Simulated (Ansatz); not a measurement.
Species: thiophen-3-ylsilane, C4H6SSi (charge 0, singlet). 
Geometry from a B3LYP-D3(BJ)/def2-TZVP (Ansatz, a first-principles code) optimisation:
```xyz
12

Si     2.3513    -0.3340     0.3570
C      0.5144    -0.1307     0.1386
C     -0.4977    -0.8308     0.8716
C     -1.7652    -0.4868     0.5069
S     -1.7627     0.6982    -0.7382
C     -0.0460     0.7320    -0.7693
H      2.7605     0.0025     1.7421
H      2.7649    -1.7329     0.0905
H      3.0466     0.5686    -0.5895
H     -0.2868    -1.5616     1.6401
H     -2.6960    -0.8625     0.8993
H      0.4635     1.3879    -1.4571
```
Charge 0, spin multiplicity 1.

Basis-set convergence of Hartree-Fock and MP2 correlation energies (hartree) with Ansatz. Correlated levels leave the core frozen unless marked. No spin-orbit coupling. Non-relativistic.

The Hartree-Fock reference is unstable (checked in the largest basis), which strains HF and MP2. 

```csv
basis,functions,E(HF),"E(corr, MP2)"
aug-cc-pV(D+d)Z,210,-841.43800,-0.79789
aug-cc-pV(T+d)Z,432,[?],[?]
```

### Question
Complete the blanks.

### Answer

- aug-cc-pV(T+d)Z, E(HF): -841.49926
- aug-cc-pV(T+d)Z, E(corr, MP2): -0.95399
